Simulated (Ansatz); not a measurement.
# Match the barriers

Saddle point of GeSiH₃F₃, singlet (GeSiH₃F₃ ([F][Si]([F])([F])[GeH3]) → GeH₃F ([F][GeH3]) + SiF₂; bonds formed: Ge1–F3; bonds broken: Ge1–Si2, Si2–F3), PBE0-D4/def2-TZVP structure:

```xyz
8
angstrom
Ge 0.0921 -0.7412 1.0676
Si -0.4255 1.1239 -0.8852
F 0.5964 -0.4342 -0.7727
F -1.2189 0.7213 -2.2188
F 0.7433 2.0624 -1.4537
H -1.3927 -1.0644 1.1969
H 0.6439 0.3378 1.9937
H 0.9615 -2.0055 1.0721
```

Ansatz 0.2.0; basis: def2-TZVPP, with def2-QZVPP for the basis limit; cores frozen in the correlated methods. Filled d shells of the heavier atoms are correlated. The def2 sets are not built for correlating such inner shells, so the correlated values are less sure here. B3LYP uses VWN-RPA correlation. Extrapolation: Hartree–Fock as exp(−7.88 √X), correlation as X^−2.97. Four methods, as single points on the PBE0-D4 structures, gave these electronic barriers from the start structure: 53.71, 58.28, 62.04, 69.01 kcal/mol.

(1) The methods were, in alphabetical order, B3LYP-D4, BLYP-D4, CCSD(T), HF. Which gave which? (Judge from chemistry; the calculation decides.)

T1 diagnostic: at most 0.014.

## Answers

(1) The calculation gives: BLYP-D4 53.71; B3LYP-D4 58.28; CCSD(T) 62.04; HF 69.01 kcal/mol. For comparison, CCSD(T) at an estimated basis limit (MP2 extrapolated from triple and quadruple zeta, plus CCSD(T) − MP2 in triple zeta) gives 62.71 kcal/mol.

Losses and insertions of silylenes and their heavier kin drive the gas-phase chemistry of silicon and germanium vapour deposition.

Labels in which every atom is bracketed show which atoms are joined, not bond orders.

For scale, one of the runs: CCSD(T)/def2-TZVPP, 225 basis functions, launched by `ansatz run in.yaml --threads 8 --pin off --events-out ev --progress --plain --max-ram 19148MiB`. Hardware: 8 CPU threads of an Arm Neoverse V1, shared host. Wall time 110 s; peak host memory 3.9 GiB.
